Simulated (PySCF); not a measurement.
PySCF was given this input:
```python
from pyscf import gto, scf, mcscf, mrpt
import numpy

mol = gto.M(
    atom='''
Sb    0.028625    0.047593    0.683655
Cl   -0.591912   -2.024106   -0.323344
Si    2.060040    0.380997   -0.856376
H     3.102081   -0.576965   -0.499954
H     2.581641    1.723833   -0.605969
H     1.788575    0.260513   -2.285978
Si   -1.572128    1.430535   -0.777360
H    -2.949152    1.171577   -0.368313
H    -1.464338    1.200462   -2.215213
H    -1.286941    2.841683   -0.521810
''',
    basis='sto-3g',
    charge=0,
    spin=0,
    verbose=4,
)

mf = scf.RHF(mol)
mf.kernel()
mc = mcscf.CASCI(mf, 4, 4)
mc.fix_spin_(ss=0.0)
mc.kernel()
occ = numpy.linalg.eigvalsh(mc.fcisolver.make_rdm1(mc.ci, mc.ncas, mc.nelecas))[::-1]
ss = mc.fcisolver.spin_square(mc.ci, mc.ncas, mc.nelecas)[0]
print('natural occupations', occ.round(4), ' <S^2>', round(ss, 4))
e2 = mrpt.NEVPT(mc).kernel()
print('E(NEVPT2) = %.10f' % (mc.e_tot + e2))
```

**Question.** What does this run give for the natural occupations of the active orbitals, SCF-reference Mulliken (on the basis functions themselves) charges in atom order, nuclear repulsion energy, total energy, SCF-reference HOMO-LUMO gap, NEVPT2 correction?

**Answer.** 
| Item | Result |
|---|---|
| natural occupations of the active orbitals | 1.99, 1.99, 0.01, 0.01 |
| SCF-reference Mulliken (on the basis functions themselves) charges in atom order | Sb1 0.24, Cl2 -0.41, Si3 0.51, H4 -0.14, H5 -0.15, H6 -0.14, Si7 0.51, H8 -0.14, H9 -0.14, H10 -0.15 |
| nuclear repulsion energy | 687.2109 Eh |
| total energy | -7280.8598 Eh |
| SCF-reference HOMO-LUMO gap | 12.26 eV |
| NEVPT2 correction | -0.1069 Eh |
